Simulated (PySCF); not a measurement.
**Dipole moment and polarisability of `C=Cc1cnnc(Cl)n1`**

Compound: C₅H₄ClN₃.
Cartesian coordinates in Å at the GFN2-xTB level; atoms count from 1:
```xyz
13
C5H4ClN3 angstrom
C     -2.0988    0.8559    0.8231
C     -1.5385   -0.0661    0.0469
C     -0.0993   -0.2050   -0.0852
C      0.4936   -1.1833   -0.9084
N      1.8008   -1.2873   -1.0101
N      2.5722   -0.4783   -0.3430
C      1.9990    0.4325    0.4240
Cl     3.0344    1.4756    1.2831
N      0.7004    0.6161    0.5915
H     -3.1667    0.9508    0.9132
H     -1.4845    1.5376    1.3868
H     -2.1285   -0.7641   -0.5308
H     -0.0886   -1.8839   -1.4874
```

Level: wB97X-D/def2-SVPD (PySCF), static field, nuclei fixed, core orbitals frozen in the response. The polarisability tensor in these axes (au):

```
x   126.64  -0.01  -0.81
y    -0.01  83.61  24.43
z    -0.81  24.43  74.76
```

**Question.** What are the eigenvalues, a third of the trace, and Δα (Δα² = ½Σ(αi − αj)² over the three pairs)?

**Answer.** Principal values 54.35, 104.00 and 126.65 au; mean 95.00 au = 14.08 Å³ = 15.66 × 10⁻⁴⁰ C²·m²/J; Δα = 64.05 au (67 % of the mean).

**Question.** What is the dipole moment, and where does it point?

**Answer.** (-4.48, -0.03, 0.02) D, 4.48 D in size, pointing from the negative to the positive side. Measured along this direction, the outermost atoms are Cl8 at the negative end and H10 at the positive end.

**Question.** Estimate the molar refractivity from the static electronic polarisability.

**Answer.** Lorentz–Lorenz: R = (4π/3)N_A α = 2.5225 cm³/(mol·Å³) × 14.08 Å³ = 35.5 cm³/mol, in the limit of long wavelengths.

**Question.** What would n − 1 = 2πNα be for an ideal gas of these molecules at 298.15 K and 1 atm, electronic part alone?

**Answer.** N = p/kT = 2.4615 × 10¹⁹ cm⁻³, so n − 1 = 2π × N × 14.08 × 10⁻²⁴ cm³ = 2177 × 10⁻⁶ at long wavelengths, for an ideal gas.

**Question.** Orientational against electronic polarisability at 250 K (dilute gas, rigid molecules)?

**Answer.** In Gaussian units μ²/3kT = 193.85 Å³ against 14.08 Å³, a ratio of 13.77; the Debye molar polarisation (4π/3)N_A(α + μ²/3kT) is 524.5 cm³/mol, leaving out the vibrational part.

**Question.** Find the Langevin capture rate constant for NO+ (29.998 u) meeting this molecule (141.009 u), k = 2.342 × 10⁻⁹ cm³/s × √(α in Å³ / reduced mass in u).

**Answer.** The reduced mass is 24.74 u, so k = 1.77 × 10⁻⁹ cm³/s. The formula leaves out the permanent dipole, which adds to the capture rate.

One conformer (not necessarily the lowest) at the GFN2-xTB geometry, without solvent, vibrations or thermal averaging.
